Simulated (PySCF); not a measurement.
**Pt³⁺ (platinum, charge +3) across methods**

[Xe] 4f14 5d7, high-spin 4F determinant. Calculation: PySCF 2.14, in aug-cc-pwCVDZ-PP with ECP60MDF; a scalar-relativistic core potential.

```tsv
method	E (hartree)	mean ε 5p β (eV)	mean ε 5d α (eV)	mean ε 5d β (eV)	Σ⟨r²⟩ (bohr²)	⟨S²⟩
B3LYP	-117.2392	-92.199	-41.279	-39.377	28.40	3.751
r2SCAN0	-117.2129	-93.427	-42.060	-39.713	28.22	3.752
UHF	-116.54443	-100.68	-46.523	-43.815	28.18	3.753
PBE	-117.2206	-89.605	-39.777	-37.844	28.43	3.751
PBE0	-117.2035	-92.699	-41.700	-39.611	28.32	3.751
CAM-B3LYP	-117.1566	-94.166	-43.085	-41.144	28.41	3.751
M06	-117.2053	-92.636	-41.539	-39.713	28.26	3.751
r2SCAN	-117.2521	-90.724	-40.248	-37.968	28.25	3.751
LDA	-116.9500	-89.662	-39.888	-37.886	28.63	3.750
```

Energies and moments cover only the electrons outside the core potential. Spin-orbit coupling, absent here, splits the open shell strongly.
